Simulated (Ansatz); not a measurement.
CH7BGeO2 (`[CH3][GeH2][B](O)O`), relaxed with RKS PBE0-D4/def2-TZVP in Ansatz 0.2.0 from a PBE-D4/def2-SVP geometry. The force threshold is 0.005 eV/Å; the program also tests the step.

The species carries charge 0 and has multiplicity 1.

Start:

```xyz
12

C     0.693   -0.344   -1.698
Ge   -0.709    0.269   -0.439
B    -0.079    0.095    1.554
O    -0.320   -1.032    2.295
O     0.646    1.070    2.186
H     0.337   -0.276   -2.744
H     0.967   -1.395   -1.483
H     1.600    0.282   -1.592
H    -1.988   -0.585   -0.707
H    -1.066    1.743   -0.809
H    -0.855   -1.682    1.811
H     0.775    1.855    1.628
```

(1) How much energy does the relaxation release, and in how many steps? (Estimate.)

(2) Which bonds change most? (Estimate.)

(3) Give the relaxed structure. (Best estimate.)

Answers

(1) Ansatz gave: 0.82 kcal/mol, in 7 steps, 1 of them rejected.

(2) The calculation gave: C1–Ge2 from 1.981 to 1.964 Å; C1–H6 from 1.107 to 1.090 Å; C1–H7 from 1.107 to 1.091 Å; C1–H8 from 1.107 to 1.091 Å.

(3) The calculation gave: 
```xyz
12

C     0.693   -0.343   -1.704
Ge   -0.695    0.258   -0.451
B    -0.079    0.094    1.541
O    -0.330   -1.011    2.293
O     0.625    1.070    2.174
H     0.342   -0.248   -2.732
H     0.947   -1.386   -1.516
H     1.596    0.258   -1.587
H    -1.967   -0.588   -0.697
H    -1.055    1.722   -0.795
H    -0.848   -1.676    1.838
H     0.770    1.850    1.637
```
